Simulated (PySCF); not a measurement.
**Computed properties of FH₅N₂OSn, SMILES [OH][Sn]([NH2])([NH2])[F]**

Sn(F)(OH)(NH2)2 (FH5N2OSn), SMILES [NH2][Sn]([NH2])([OH])[F]. Geometry: B3LYP-D3(BJ)/def2-SVP. The structure was generated by enumeration; whether it is a known compound was not checked. The def2 effective core potentials stand for the cores of Sn; spin–orbit coupling is left out. The values are those of a single conformer. All values are computed for the isolated molecule unless a solvent is named; none is compared with measurement here.

**Structure.** All 24 harmonic modes at B3LYP-D3(BJ)/def2-SVP (PySCF) are real, so it is a minimum. With heavy atoms numbered as in [NH2:1][Sn:2]([NH2:3])([OH:4])[F:5], the shortest bond between them is Sn2–F5 at 1.954 Å and the longest N1–Sn2 at 2.033 Å.

**Vibrations.** The strongest infrared lines (harmonic, unscaled, degenerate partners summed) lie at 251 cm⁻¹ (131 km/mol, H 76 %, O 17 %), 557 cm⁻¹ (130 km/mol, N 60 %, H 32 %), 653 cm⁻¹ (105 km/mol, H 47 %, N 22 %, O 20 %, Sn 10 %). The softest mode is at 93 cm⁻¹ and the zero-point energy is 40.9 kcal/mol.

**Electronic structure.** B3LYP/def2-TZVP (PySCF) places the frontier levels at -7.84 and -1.78 eV, a gap of 6.06 eV, and gives a dipole moment of 2.11 D and a mean polarisability of 55.6 bohr³. PBE/def2-TZVP (PySCF) at the same geometry gives -6.61 and -2.37 eV, so its gap is 1.82 eV narrower. An orbital gap is neither the optical nor the fundamental gap.

**Excitations.** TDDFT-ωB97X/def2-SVPD (PySCF) has S1 at 5.99 eV (207 nm, f = 0.083, bright); the most intense of the 10 singlets computed lies at 7.67 eV (f = 0.17). T1 (TDA) is at 5.33 eV. TDDFT-PBE/def2-SVPD (PySCF) puts S1 at 4.52 eV. No vertical singlet excitation falls in the visible range (under 3.1 eV).
